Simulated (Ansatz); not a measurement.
The inner images of a band of FH₃InNO (7 atoms, charge 0, multiplicity 1) are given out of order.

Computed with Ansatz 0.2.0, RKS B3LYP/def2-SVP.

First end point:

```xyz
7
Properties=species:S:1:pos:R:3
N -0.147 -0.672 -1.523
In -0.095 -0.003 0.397
O 0.252 1.859 1.033
F -0.667 -1.230 1.834
H 0.021 -1.676 -1.594
H 0.512 -0.195 -2.138
H 0.124 1.917 1.991
```

Last end point:

```xyz
7
Properties=species:S:1:pos:R:3
N -0.173 -0.587 -1.391
In -0.119 -0.123 0.599
O 0.152 1.619 1.539
F -0.641 -1.558 1.836
H -0.060 -1.589 -1.549
H 0.530 -0.101 -1.949
H 0.312 2.341 0.915
```

**Question.** Put them in order from the first end to the last, with their energies above the first end.
A.
```xyz
7
Properties=species:S:1:pos:R:3
N -0.292 -0.357 -1.468
In -0.015 -0.189 0.548
O 0.541 1.339 1.712
F -0.527 -1.767 1.606
H -0.319 -1.333 -1.766
H 0.415 0.123 -2.026
H 0.197 2.185 1.393
```
B.
```xyz
7
Properties=species:S:1:pos:R:3
N -0.256 -0.484 -1.483
In 0.012 -0.135 0.506
O 0.698 1.558 1.329
F -0.597 -1.550 1.739
H -0.259 -1.474 -1.728
H 0.417 -0.003 -2.079
H -0.014 2.088 1.715
```
C.
```xyz
7
Properties=species:S:1:pos:R:3
N -0.269 -0.421 -1.477
In 0.011 -0.162 0.525
O 0.698 1.439 1.514
F -0.590 -1.645 1.675
H -0.301 -1.403 -1.753
H 0.421 0.055 -2.058
H 0.030 2.137 1.574
```
D.
```xyz
7
Properties=species:S:1:pos:R:3
N -0.228 -0.549 -1.490
In -0.002 -0.102 0.481
O 0.599 1.676 1.173
F -0.604 -1.447 1.792
H -0.189 -1.546 -1.699
H 0.426 -0.061 -2.101
H -0.002 2.029 1.844
```
E.
```xyz
7
Properties=species:S:1:pos:R:3
N -0.190 -0.613 -1.504
In -0.040 -0.061 0.446
O 0.433 1.778 1.068
F -0.623 -1.338 1.832
H -0.092 -1.615 -1.660
H 0.460 -0.123 -2.119
H 0.052 1.973 1.936
```

**Answer.** E (+0.019 eV), D (+0.062 eV), B (+0.106 eV), C (+0.124 eV), A (+0.097 eV).

Run time: 70 s on 1 thread of AMD EPYC 9R45 96-Core Processor (Zen 5), on a shared host, peak memory 0.19 GiB.
